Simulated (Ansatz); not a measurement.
Job for Ansatz (a program for electronic structure): U-PBE0/def2-TZVPP on AlMo, 2S+1 = 8, a spin state set in the input, which need not be the lowest. Elements past Kr take the def2 small-core potentials; no spin–orbit coupling.

Ansatz 0.2 input:
```yaml
crystal:
  periodic: [false, false, false]
  atoms:
    - {symbol: Mo, position_ang: [0.00000000, 0.00000000, 0.00000000]}
    - {symbol: Al, position_ang: [0.00000000, 0.00000000, 2.61200000]}
basis:
  gaussian:
    orbitals: def2-TZVPP
hamiltonian:
  xc: {name: PBE0}
magnetization: {spin_polarized: true, initial_magnetization: 7}
relax: {f_tol: 0.002, max_steps: 120}
```

Q: What total energy does the run end on?

A: -310.3825 hartree.

Q: How many basis functions does it have, and what does it roughly cost on one machine?

A: 98 functions; about 26 core-seconds (a rough figure).
